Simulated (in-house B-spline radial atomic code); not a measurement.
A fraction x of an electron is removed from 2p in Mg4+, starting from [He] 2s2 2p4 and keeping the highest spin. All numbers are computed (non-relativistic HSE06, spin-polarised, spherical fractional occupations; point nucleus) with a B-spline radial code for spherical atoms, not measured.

Caution: exact exchange at fractional occupations of open shells leaves self-interaction of up to several eV.

```tsv
x	E(x) - E(0) (eV)	2p down level (eV)
0	0.0000	-123.737
0.08	9.9905	-126.025
0.23	29.2177	-130.339
0.34	43.7297	-133.519
0.38	49.0937	-134.678
0.5	65.4645	-138.167
0.56	73.8070	-139.916
0.73	98.0152	-144.889
0.86	117.0991	-148.709
0.96	132.1175	-151.659
1	138.2075	-
```

The exact functional would give a straight line between the two integer points. Deviations E(x) - E(0) - x[E(1) - E(0)], in eV: -1.066 at x = 0.08, -2.57 at x = 0.23, -3.261 at x = 0.34, -3.425 at x = 0.38, -3.639 at x = 0.5, -3.589 at x = 0.56, -2.876 at x = 0.73, -1.759 at x = 0.86, -0.562 at x = 0.96.

The curve lies below the straight line by up to 3.639 eV (at x = 0.5): convex, the delocalisation error, to which spherically averaged exact exchange adds.

Task: How well does Slater's transition state (minus the level at half occupation) give the ionisation energy?

Result: It gives 138.167 eV against 138.208 eV from the two total energies; NIST lists 141.33 eV, ground level to ground level. The end point has an open shell averaged over its orbitals, so its exact exchange keeps a self-interaction and this is no true integer point.
